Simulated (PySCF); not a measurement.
C2H8GaN. Atoms are numbered in the order given.

```xyz
12

Ga     0.0018     0.0036     0.0238
C     -1.3965    -1.3741    -0.2345
H     -1.3528    -1.7812    -1.2579
H     -2.3989    -0.9354    -0.1011
H     -1.2864    -2.2082     0.4752
C      0.2012     1.6687    -1.0286
H      0.3435     1.4352    -2.0965
H      1.0587     2.2689    -0.6880
H     -0.7082     2.2866    -0.9488
N      1.2195    -0.2881     1.3564
H      1.9799     0.3431     1.5875
H      1.2225    -1.1016     1.9631
```
Charge 0, spin multiplicity 1.

Coordinates come from a B3LYP-D3(BJ)/def2-SVP optimisation. The isomer is the one that the SMILES or the coordinates give; other isomers of the formula were not compared. The values are those of a single conformer.

Method: C-PCM-ωB97X/def2-SVP in PySCF.

The values are the electrostatic part of the solvation free energy, E(continuum) − E(gas) at the gas-phase geometry, in a cavity of scaled van der Waals radii (PySCF's table); cavitation and dispersion terms are not included. A continuum can't describe solvent molecules that bind to the metal. In vacuum the orbital gap is 11.55 eV. The dipole moment in vacuum is 0.49 D.

```csv
solvent,ε,ΔG(elec) (kcal/mol),dipole (D),gap (eV)
water,78.36,-2.7,0.54,11.71
ethanol,24.85,-2.7,0.54,11.70
tetrahydrofuran,7.43,-2.4,0.53,11.69
```
